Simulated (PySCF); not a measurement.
B(F)2(Ph), SMILES FB(F)c1ccccc1, CAM-B3LYP/def2-SVP optimised geometry.

```
14

B     -2.37     0.00     0.00
F     -3.07     1.12     0.00
F     -3.07    -1.12     0.00
C     -0.83     0.00     0.00
C     -0.11    -1.21    -0.02
C      1.28    -1.21    -0.03
C      1.97     0.00    -0.01
C      1.28     1.21     0.01
C     -0.11     1.21     0.02
H     -0.66    -2.15    -0.04
H      1.83    -2.15    -0.05
H      3.07     0.00    -0.01
H      1.83     2.15     0.03
H     -0.66     2.15     0.04
```

Density from CAM-B3LYP/def2-TZVP run with PySCF at that geometry.

Minimum of the electron density along straight lines between bonded atoms, close to the bond critical point (lines longer than 1.1 times the sum of covalent radii, or with two minima, are not listed):

| bond | length / Å | ρ at the minimum / e bohr⁻³ | ∇²ρ there / e bohr⁻⁵ | position (fraction from the first atom) |
|---|---|---|---|---|
| B1–F2 | 1.321 | 0.207 | 1.22 | 0.34 |
| B1–F3 | 1.321 | 0.207 | 1.22 | 0.34 |
| B1–C4 | 1.546 | 0.204 | -0.38 | 0.33 |
| C4–C5 | 1.402 | 0.313 | -0.92 | 0.50 |
| C5–C6 | 1.391 | 0.322 | -0.96 | 0.50 |
| C6–C7 | 1.394 | 0.319 | -0.95 | 0.50 |
| C7–C8 | 1.394 | 0.319 | -0.95 | 0.50 |
| C4–C9 | 1.402 | 0.313 | -0.92 | 0.50 |
| C8–C9 | 1.391 | 0.322 | -0.96 | 0.50 |
| C5–H10 | 1.093 | 0.283 | -1.01 | 0.65 |
| C6–H11 | 1.092 | 0.282 | -1.00 | 0.65 |
| C7–H12 | 1.092 | 0.282 | -1.00 | 0.65 |
| C8–H13 | 1.092 | 0.282 | -1.00 | 0.65 |
| C9–H14 | 1.093 | 0.283 | -1.01 | 0.65 |
